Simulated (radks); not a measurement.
The numbers below are computed, except where a source is named.
Neutral arsenic, 33 electrons, occupied as [Ar] 3d10 4s2 4p3.

Code: a radial shooting solver on a logarithmic mesh with Libxc functionals. Model: Dirac Kohn-Sham, PBEsol, spin-unpolarised, spherical densities, point nucleus; open shells are shared between the two j in proportion to 2j + 1.

Energy parts (eV):
total: -61479.445
kinetic: 62860.283
electron-nucleus: -148452.560
Hartree: 26345.986
exchange-correlation: -2233.153

Orbitals (lengths in bohr, moments of r in powers of bohr; r(max) is where P^2 peaks):
| orbital | occ. | eigenvalue (eV) | <r^2> | <r> | r(max) | small-component weight |
|---|---|---|---|---|---|---|
| 1s1/2 | 2 | -11706.36 | 0.002789 | 0.04552 | 0.02975 | 1.43e-02 |
| 2s1/2 | 2 | -1484.919 | 0.04849 | 0.2026 | 0.1703 | 2.78e-03 |
| 2p1/2 | 2 | -1327.016 | 0.03749 | 0.1747 | 0.1342 | 2.77e-03 |
| 2p3/2 | 4 | -1290.499 | 0.03897 | 0.1784 | 0.1373 | 2.71e-03 |
| 3s1/2 | 2 | -189.8376 | 0.4132 | 0.5986 | 0.5221 | 6.48e-04 |
| 3p1/2 | 2 | -136.8136 | 0.4381 | 0.6103 | 0.5155 | 5.98e-04 |
| 3p3/2 | 4 | -131.7891 | 0.4534 | 0.6210 | 0.5240 | 5.82e-04 |
| 3d3/2 | 4 | -41.0655 | 0.5780 | 0.6758 | 0.4747 | 4.55e-04 |
| 3d5/2 | 6 | -40.3366 | 0.5863 | 0.6805 | 0.4775 | 4.51e-04 |
| 4s1/2 | 2 | -14.4997 | 4.334 | 1.939 | 1.615 | 8.00e-05 |
| 4p1/2 | 1 | -5.3824 | 7.481 | 2.510 | 1.957 | 4.83e-05 |
| 4p3/2 | 2 | -5.1068 | 7.809 | 2.564 | 1.996 | 4.64e-05 |

The highest occupied level is 4p3/2 at -5.107 eV. Summed over all electrons, <r^2> = 41.45 bohr^2, which gives a Langevin (diamagnetic) susceptibility term of -32.8 x 10^-6 cm^3/mol. The density falls to 0.001 e/bohr^3 at r = 4.39 bohr.

Run on one thread of a shared host, so times are rough (Arm Neoverse N1): 0.15 s of CPU time, 0.16 s wall, 14 iterations on 2669 mesh points.
